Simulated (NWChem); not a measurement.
System meant: C₂H₄F₂OSi; SMILES C(=C/O[SiH2]F)/F

NWChem input:

```
start job
memory heap 200 mb stack 900 mb global 1100 mb
geometry units angstroms noautoz
  F      0.508386    -2.828312    -0.141590
  C     -0.622015    -2.172629     0.155714
  C     -0.747988    -0.837640     0.039158
  O      0.257737    -0.040371    -0.431993
  Si     0.574913     1.525608     0.074294
  F     -0.733495     2.459627    -0.225591
  H     -1.449136    -2.815658     0.495111
  H     -1.712814    -0.364718     0.292308
  H      1.721295     1.981596    -0.760153
  H      0.807784     1.571339     1.552244
end
basis spherical
  F library def2-svp
  C library def2-svp
  O library def2-svp
  Si library def2-svp
  H library def2-svp
end
dft
  xc pbe0
  iterations 4
  mulliken
end
task dft energy
```

End of the output:

```
    Atom       Charge   Shell Charges
 -----------   ------   -------------------------------------------------------
    1 F    9     9.07   1.98  1.02  0.74  3.21  2.12  0.01
    2 C    6     5.95   1.96  0.61  0.31  1.81  1.09  0.16
    3 C    6     6.02   1.96  0.60  0.30  1.86  1.14  0.15
    4 O    8     8.22   1.97  0.90  0.58  2.75  1.99  0.02
    5 Si  14    13.39   2.00  1.93  0.64  0.33  5.81  1.19  0.88  0.62
    6 F    9     9.22   1.98  1.02  0.77  3.21  2.24  0.01
    7 H    1     0.97   0.63  0.27  0.07
    8 H    1     0.97   0.63  0.26  0.07
    9 H    1     1.09   0.64  0.42  0.02
   10 H    1     1.10   0.64  0.43  0.02

 center of mass
 --------------
 x =   0.00765978 y =  -0.01293033 z =  -0.03486942

 moments of inertia (a.u.)
 ------------------
        1497.070231449765          -0.000000000000           0.000000000000
          -0.000000000000         189.207577047184           0.000000000000
           0.000000000000           0.000000000000        1633.099456629757

     Multipole analysis of the density
     ---------------------------------

     L   x y z        total         alpha         beta         nuclear
     -   - - -        -----         -----         ----         -------
     0   0 0 0     -0.000000    -28.000000    -28.000000     56.000000

     1   1 0 0     -0.242941     -0.121471     -0.121471     -0.000000
     1   0 1 0      0.110426      0.055213      0.055213     -0.000000
     1   0 0 1      0.468328      0.234164      0.234164      0.000000

     2   2 0 0    -28.453074    -62.167471    -62.167471     95.881869
     2   1 1 0      5.062864     -8.638232     -8.638232     22.339328
     2   1 0 1     -0.309859      0.740933      0.740933     -1.791724
     2   0 2 0    -31.923146   -383.678731   -383.678731    735.434316
     2   0 1 1     -0.222028     -0.286519     -0.286519      0.351010
     2   0 0 2    -30.801736    -25.048900    -25.048900     19.296063

 ------------------------------------------------------------------------
 dft energy failed                                                                                  0
 ------------------------------------------------------------------------
 ------------------------------------------------------------------------
  current input line :
    27: task dft energy
 ------------------------------------------------------------------------
 ------------------------------------------------------------------------
 This type of error is most commonly associated with calculations not reaching convergence criteria
 ------------------------------------------------------------------------
 For more information see the NWChem manual at https://nwchemgit.github.io

0:dft energy failed:Received an Error in Communication
```

Task: Find the fault in this run and fix the input.

Result: The run did not converge; its last values are not results. Cause: the SCF was allowed too few iterations. This input runs:
```
start job
memory heap 200 mb stack 900 mb global 1100 mb
geometry units angstroms noautoz
  F      0.508386    -2.828312    -0.141590
  C     -0.622015    -2.172629     0.155714
  C     -0.747988    -0.837640     0.039158
  O      0.257737    -0.040371    -0.431993
  Si     0.574913     1.525608     0.074294
  F     -0.733495     2.459627    -0.225591
  H     -1.449136    -2.815658     0.495111
  H     -1.712814    -0.364718     0.292308
  H      1.721295     1.981596    -0.760153
  H      0.807784     1.571339     1.552244
end
basis spherical
  F library def2-svp
  C library def2-svp
  O library def2-svp
  Si library def2-svp
  H library def2-svp
end
dft
  xc pbe0
  iterations 150
  mulliken
end
task dft energy
```
It converges to -642.22146 Ha (PBE0/def2-SVP).
